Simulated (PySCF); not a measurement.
Gas-phase reaction: 2 GaF + 4 Cl = 2 GaCl2 + F2

Computed with PySCF and rigid-rotor harmonic-oscillator thermochemistry at 1 bar. † marks an energy on the PBE0/def2-TZVP geometry and frequencies. MP2 and CCSD(T) freeze the core. Open shells (unrestricted): Cl (multiplicity 2), GaCl2 (multiplicity 2); the rest are closed-shell singlets. Spin-orbit splitting is ignored; it lowers the true energy and changes the entropy of Cl. Ga: all electrons, no relativistic terms. GaCl2: computed as isolated molecules; such fragments, hydroxides, amides, oligomers or adducts are transient or little studied in the gas. MP2 isn't extrapolated to the basis-set limit. CCSD(T) isn't extrapolated to the basis-set limit.

ωB97X-V/def2-TZVP† gives ΔH°(298 K) = -351 kJ.

Q: What do CCSD(T)/def2-SVP†, M06-2X/def2-TZVP†, MP2/def2-TZVPP† give?

A: CCSD(T)/def2-SVP†: -267 kJ; M06-2X/def2-TZVP†: -376 kJ; MP2/def2-TZVPP†: -366 kJ. For scale, ΔH°(298 K) is -351 kJ at this level, -349 kJ at ωB97M-V/def2-TZVP†, and runs from -550 to -47 kJ over the 20 levels computed.
